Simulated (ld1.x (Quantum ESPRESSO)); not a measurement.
## xenon, TM semilocal: configuration errors across variants

```
Element                 : Xe
Generator               : ld1.x (Quantum ESPRESSO) 7.5
Type                    : norm-conserving Troullier–Martins (semilocal form)
Functional              : PBE
Relativity              : scalar-relativistic
Frozen core             : [Kr]
Valence charge          : 18
Reference configuration : 4d10 5s2 5p6
Partial waves           : 5s (bound): rc 1.35 bohr; 4d (bound): rc 1.25 bohr; 5p (bound): rc 1.50 bohr
Local potential         : the p channel
Core correction         : a·sin(br)/r model core inside 1.15 bohr
```

All-electron excitation energies from the reference (eV): (1) 4d10 5s2 5p5 12.537; (2) 4d10 5s2 5p4 34.288; (3) 4d10 5s2 5p3 66.010; (4) 4d10 5s1 5p6 24.683; (5) 4d10 5s2 5p2 108.325; (6) 4d10 5s2 5p5.5 5.171; (7) 4d9 5s2 5p6 67.712.

A semilocal file is local in each channel, so a ghost entry of none says nothing of the separable form that plane-wave codes build from it.

2 further variants failed, have other tests or too few solved ones, and are left out.

Errors AE − PS in meV (a dash: test not solved or not reliable):

```tsv
change	(1)	(2)	(3)	(4)	(5)	(6)	(7)	bound ghosts
base	+2.2	+19	+56	+13	+109	-0.3	+78	none
wave 5p (bound): rc 1.50 bohr becomes 5p (bound): rc 1.34 bohr	+11	+62	+169	+27	+319	+1.7	+877	none
wave 5p (bound): rc 1.50 bohr becomes 5p (bound): rc 1.52 bohr	+2.2	+19	+56	+13	+109	-0.3	+78	none
wave 5p (bound): rc 1.50 bohr becomes 5p (bound): rc 1.86 bohr	-0.7	+6.0	+25	+0.7	+60	-0.9	-214	none
wave 5p (bound): rc 1.50 bohr becomes 5p (bound): rc 2.12 bohr	-0.5	+6.7	+26	+2.5	+58	-0.9	-197	none
wave 5p (bound): rc 1.50 bohr becomes 5p (bound): rc 2.26 bohr	-0.1	+8.1	+27	+5.9	+55	-0.8	-166	none
```

Question: Give the same row for: wave 5p (bound): rc 1.50 bohr becomes 5p (bound): rc 1.74 bohr.

Answer: -0.4, +7.1, +27, +2.3, +63, -0.9, -189; bound ghosts: none.
